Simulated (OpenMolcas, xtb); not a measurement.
**GaClF (SMILES [F][Ga][Cl]): the energy, rung by rung**

GaClF: 3 atoms, total charge 0, spin state doublet. As SMILES, `[F][Ga][Cl]`. Geometry: relaxed at PBE0-D4/def2-TZVP.

```xyz
3

F    -1.4211    0.2959   -0.7548
Ga    0.0664    0.6496    0.1122
Cl    1.3439   -1.0103    0.6293
```

Quantity: the energy change with the F1–Ga2 bond stretched from 1.758 to 2.021 Å, in eV. The values are calculated.

```tsv
level	kind	program	value (eV)	CPU time (all runs)
GFN-FF	force field	xtb	0.54	under 2 s
GFN2-xTB	semi-empirical	xtb	0.11	under 2 s
UHF/cc-pVTZ	Hartree–Fock	OpenMolcas	0.70	85 s
USVWN5/cc-pVTZ	LDA	OpenMolcas	0.55	91 s
UPBE/cc-pVTZ	GGA	OpenMolcas	0.39	2 min
UM06-L/cc-pVTZ	meta-GGA	OpenMolcas	0.43	1.9 min
UBHLYP/cc-pVTZ	global hybrid	OpenMolcas	0.60	1.7 min
```

All-electron rows without a relativistic Hamiltonian named are non-relativistic. The first shape isn't each level's own minimum. The values span 0.11 to 0.70 eV. Times are those of the runs behind each value, whatever else they computed, on shared processors of several kinds: orders of magnitude only.
